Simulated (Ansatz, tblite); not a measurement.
Forces on the cluster Cu₃Cl₆⁺ at its r2SCAN-D4/def2-SVP geometry. Charge 1, multiplicity 1.

The xTB rows come from tblite. The restricted singlet is unstable towards broken spin symmetry at other levels; at PBE-D4/def2-TZVP this wasn't settled. In the singlet, Cl5 and Cl7 lie 2.08 Å apart (atoms count from 1), so these atoms are partly bonded to each other. Another isomer (singlet) lies 0.46 eV lower at PBE0-D4/def2-TZVP; other spin states weren't run for this one.

GFN1-xTB (tblite), largest force 1.17 eV/Å:

```xyz
9
positions Å, forces eV/Å
Cu    0.728    0.705   -1.239   -0.103    0.225   -0.171
Cu    0.939   -1.926   -1.439    0.180   -0.404   -0.304
Cu   -0.460    1.082    1.227   -0.003   -0.166    0.110
Cl    1.253   -3.767   -2.387   -0.096    0.464    0.294
Cl   -2.680    2.163    3.577    0.462   -0.873   -0.205
Cl    0.171    2.589   -0.239    0.077   -0.094   -0.060
Cl   -1.659    0.435    3.023   -0.507    1.023    0.236
Cl    0.781   -0.840    0.568   -0.014   -0.143   -0.160
Cl    0.926   -0.441   -3.091    0.005   -0.031    0.260
```

GFN2-xTB (tblite), largest force 1.17 eV/Å:

```
Cu 0.120 0.886 -0.751
Cu 0.077 -0.473 0.387
Cu -0.103 0.167 0.362
Cl -0.004 -0.014 -0.092
Cl 0.375 -0.643 -0.195
Cl 0.047 -0.507 -0.004
Cl -0.452 0.650 0.296
Cl -0.041 -0.129 -0.458
Cl -0.020 0.061 0.455
```

PBE-D4/def2-TZVP (Ansatz), largest force 0.77 eV/Å:

```
Cu -0.043 0.038 -0.167
Cu 0.002 -0.015 -0.013
Cu -0.084 0.036 0.062
Cl -0.019 0.131 0.050
Cl 0.348 -0.633 -0.170
Cl 0.030 -0.222 0.039
Cl -0.284 0.709 0.061
Cl 0.050 -0.070 -0.072
Cl 0.001 0.027 0.209
```
